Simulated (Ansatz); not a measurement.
Cartesian coordinates (Å):
SMILES: [SiH3][C@]12CC[C@H](CC1)C2
```xyz
22

Si     2.4989    -0.4502    -0.2774
C      0.6650    -0.0953    -0.0367
C      0.2834     1.4008    -0.1007
C     -1.2426     1.3765    -0.3844
C     -1.5648    -0.1222    -0.4390
C     -1.4640    -0.6936     0.9810
C      0.0620    -0.6697     1.2651
C     -0.2949    -0.6870    -1.0893
H      3.3122     0.1803     0.8102
H      2.7511    -1.9259    -0.2554
H      2.9674     0.0973    -1.5899
H      0.5395     1.9206     0.8353
H      0.8252     1.9152    -0.9107
H     -1.8293     1.8956     0.3889
H     -1.4740     1.8611    -1.3455
H     -2.5119    -0.3561    -0.9470
H     -2.0427    -0.1002     1.7053
H     -1.8571    -1.7213     1.0175
H      0.3285    -0.0529     2.1370
H      0.4402    -1.6854     1.4643
H     -0.2757    -1.7884    -1.1232
H     -0.1164    -0.2993    -2.1054
```
Charge 0, spin multiplicity 1.

All values below come from frozen-core CCSD(T)/cc-pVDZ // PBE0-D3(BJ)/def2-SVP (Ansatz, a quantum-chemistry and plane-wave program).

* **HF energy**: -562.16588 Ha
* **MP2 correlation energy**: -1.09413 Ha

Problem. Estimate the CCSD correlation energy, the (T) correction, the total energy and the T1 diagnostic.

Solution. 
The CCSD correlation energy is -1.18604 Ha. The (T) correction is -0.04092 Ha. The CCSD(T) total energy is -563.39284 Ha and the T1 diagnostic is 0.009.
